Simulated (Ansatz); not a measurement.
Consider the ligand exchange at the Si–O bond: `[SiH3]O[SiH2]S` + CH₃OH → `CO[SiH3]` + `O[SiH2]S`.

Gas-phase electronic energies from Ansatz, PBE0-D4/def2-TZVP geometries. CBS: MP2 limit from def2 TZ/QZ plus the TZ coupled-cluster correction, frozen cores. This one scheme is used for every species. Functionals use def2-TZVPP. Each species was taken in one conformer, which may not be the lowest.

`[SiH3]O[SiH2]S`:

```xyz
10

Si    1.212    0.067    1.247
O    -0.238    0.517    0.621
Si   -1.329    0.059   -0.502
S    -0.436   -0.963   -2.147
H     1.451    0.893    2.454
H     2.293    0.304    0.256
H     1.195   -1.372    1.618
H    -2.276   -0.927    0.068
H    -2.020    1.283   -0.963
H     0.149    0.138   -2.651
```

CH₃OH:

Z-matrix (Å, degrees):
```
C
O 1 1.409
H 1 1.097 2 112.4
H 1 1.090 2 107.0 3 -118.5
H 1 1.097 2 112.4 3 123.0
H 2 0.959 1 108.5 3 -61.6
```

`CO[SiH3]`:

Z-matrix (Å, degrees):
```
C
O 1 1.408
H 1 1.091 2 108.3
H 1 1.096 2 111.5 3 119.2
H 1 1.096 2 111.5 3 -119.2
Si 2 1.642 1 122.4 3 -179.7
H 6 1.481 2 106.5 1 179.8
H 6 1.490 2 110.9 1 59.7
H 6 1.490 2 110.9 1 -60.1
```

`O[SiH2]S`:

```xyz
7

O     0.335    1.428   -0.328
Si   -0.437   -0.022   -0.317
S     0.295   -1.362    1.172
H     0.405    1.893    0.508
H    -1.876    0.100    0.023
H    -0.237   -0.558   -1.679
H     1.515   -1.480    0.621
```

```json
{"level": "r2SCAN", "ΔE (kJ/mol)": "12.7"}
{"level": "CAM-B3LYP", "ΔE (kJ/mol)": "12.7"}
```

What does CCSD(T)/CBS give? (An estimate is asked.)

Ansatz gave: +16.7 kJ/mol. The listed levels differ from it by -4.0, -4.0 kJ/mol.

Largest T1 diagnostic among the species: 0.011.

Leaving LDA and LC-ωPBE aside and taking each functional with its dispersion term where it has one, the values, not all of them listed here, spread over 8.0 kJ/mol, from PBE-D4 to BHLYP-D4. From BLYP to BHLYP (50 % exact exchange), in def2-TZVPP and without D4, ΔE moves by +5.3 kJ/mol. The D4 term adds +4.2 kJ/mol with B3LYP and +2.6 kJ/mol with PBE0; it sums over pairs of atoms, weighted by their polarisabilities, and B3LYP, whose exchange is more repulsive, gets the larger term.

B3LYP here is the variant with VWN-RPA as its local correlation; programs differ in this.
